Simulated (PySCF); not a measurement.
Polarisability and C₆ of Re (rhenium, neutral)

[Xe] 4f14 5d5 6s2, high-spin 6S determinant. Computed with PySCF 2.14 in aug-cc-pwCVTZ-PP with ECP60MDF (8s8p7d4f3g, 122 functions), with scalar relativity through the core potential. Coupled (time-dependent) response in atomic units; α is the mean over directions.

```json
{"method": "PBE0", "mean α (bohr³)": "68.69", "C₆ (like pair)": "805.0", "S(−4)": "2173"}
```

S(−4) is the Cauchy moment in α(ω) = α(0) + S(−4) ω² + …

Reference α: 62 ± 3 bohr³ (recommended; Schwerdtfeger and Nagle, table of static dipole polarizabilities (2023 update)). Published C₆: 663.0 (Gould and Bucko (2016)).

α(iu) at PBE0:

```
u (hartree)  α(iu) (bohr³)
          0          68.69
     0.0500          63.88
      0.100          54.01
      0.200          36.34
      0.300          25.43
      0.500          14.79
      0.750          9.197
       1.00          6.439
       1.50          3.771
       2.00          2.503
       3.00          1.335
       5.00         0.5563
```

A single London oscillator, α(iu) = α/(1 + u²/ω²), gives C₆ = (3/4) ω α². Matching the computed C₆ needs ω = 4 × 805.0 / (3 × 68.69²) = 0.227 hartree.

Energies and moments cover only the electrons outside the core potential. Spin-orbit coupling, which splits the p, d and f shells strongly at this Z, is absent.
